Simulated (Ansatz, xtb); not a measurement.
**Two isomers of C5H8B2**

Structure X is `BC1=CCC(B)=C1`, a singlet and structure Y is `BC1=CC=C(B)C1`, a singlet. Both are isolated molecules in the gas phase, relaxed with r2SCAN-D4/def2-SVP; the shapes shown needn't be the lowest conformers.

X (Å):

```yaml
atoms:
  - { symbol: C, position_ang: [-1.0493, 0.8279, 0.8844] }
  - { symbol: C, position_ang: [-0.8363, 1.2886, -0.3989] }
  - { symbol: C, position_ang: [0.5661, 1.0449, -0.8175] }
  - { symbol: C, position_ang: [1.2054, 0.3698, 0.3737] }
  - { symbol: C, position_ang: [0.2256, 0.2670, 1.3354] }
  - { symbol: B, position_ang: [-2.3864, 0.9138, 1.6430] }
  - { symbol: B, position_ang: [2.6457, -0.1137, 0.5151] }
  - { symbol: H, position_ang: [-2.4924, 0.4860, 2.7683] }
  - { symbol: H, position_ang: [-3.3441, 1.4171, 1.1035] }
  - { symbol: H, position_ang: [-1.5951, 1.7684, -1.0249] }
  - { symbol: H, position_ang: [1.0775, 1.9875, -1.1004] }
  - { symbol: H, position_ang: [0.6164, 0.4274, -1.7373] }
  - { symbol: H, position_ang: [2.9971, -0.6388, 1.5470] }
  - { symbol: H, position_ang: [3.4444, 0.0179, -0.3858] }
  - { symbol: H, position_ang: [0.3745, -0.1802, 2.3232] }
```

Y (Å):

```xyz
15

C    -0.4764    1.3789    1.2178
C    -0.8256    1.6671   -0.0894
C    -0.1184    0.8016   -0.9962
C     0.7015   -0.0621   -0.2922
C     0.5194    0.2573    1.1629
B    -1.0220    2.0891    2.4643
B     1.6122   -1.1312   -0.9115
H    -0.6586    1.7665    3.5721
H    -1.8261    2.9833    2.3374
H    -1.5376    2.4426   -0.3865
H    -0.2124    0.8206   -2.0859
H     1.6444   -1.2643   -2.1130
H     2.2985   -1.8424   -0.2139
H     1.4778    0.5320    1.6483
H     0.1782   -0.6261    1.7398
```

Problem. Which of the two would you expect CCSD(T)/def2-SVP + ΔMP2/def2-TZVPP electronic energies to favour?

Solution. Not settled: CCSD(T)/def2-SVP + ΔMP2/def2-TZVPP gives E(Y) − E(X) = −4.58 kJ/mol, but this leans on the basis-set step: CCSD(T) alone gives −4.10 kJ/mol.

The same difference at several levels:

| level | geometry | E(Y) − E(X) (kJ/mol) | departure from the last row (kJ/mol) | job, with rough time for the two |
| --- | --- | --- | --- | --- |
| GFN2-xTB | GFN2-xTB | −11.09 | −6.51 | optimisation, 0.22 s |
| HF/STO-3G | GFN2-xTB | +2.42 | +7.00 | single point, 0.78 s |
| r2SCAN-D4/def2-SVP//GFN2-xTB | GFN2-xTB | −8.33 | −3.75 | single point, 5.4 s |
| r2SCAN-D4/def2-SVP | r2SCAN-D4/def2-SVP | −8.14 | −3.56 | optimisation, 48 s |
| HF/def2-SVP | r2SCAN-D4/def2-SVP | +2.45 | +7.03 | part of the CCSD(T) run |
| MP2/def2-SVP | r2SCAN-D4/def2-SVP | −7.19 | −2.61 | part of the CCSD(T) run |
| CCSD(T)/def2-SVP | r2SCAN-D4/def2-SVP | −4.10 | +0.48 | single point |
| CCSD(T)/def2-SVP + ΔMP2/def2-TZVPP | r2SCAN-D4/def2-SVP | −4.58 |  | single point, 88 s |

As drawn, both hold the same kinds of bond in the same numbers.

HF/STO-3G, HF/def2-SVP put the two in the other order. The largest departure from CCSD(T)/def2-SVP + ΔMP2/def2-TZVPP is that of HF/def2-SVP, 7.03 kJ/mol. The last row adds to CCSD(T) the change of the MP2 difference between the two basis sets, here −0.48 kJ/mol.

With thermal terms from frequencies at re-optimised GFN2-xTB minima (ideal gas, soft modes damped towards free rotors, one conformer each, 298.15 K, 1 atm): on the last row, ΔE + ΔZPE = −4.11, ΔH = −4.09, ΔG = −2.52 kJ/mol.

The correlated steps freeze 7 core orbitals. Programs: Ansatz 0.2.0, xtb 6.7.1; the last row on 2 threads of Intel(R) Xeon(R) Platinum 8259CL CPU @ 2.50GHz (Skylake/Cascade Lake) on a shared host.
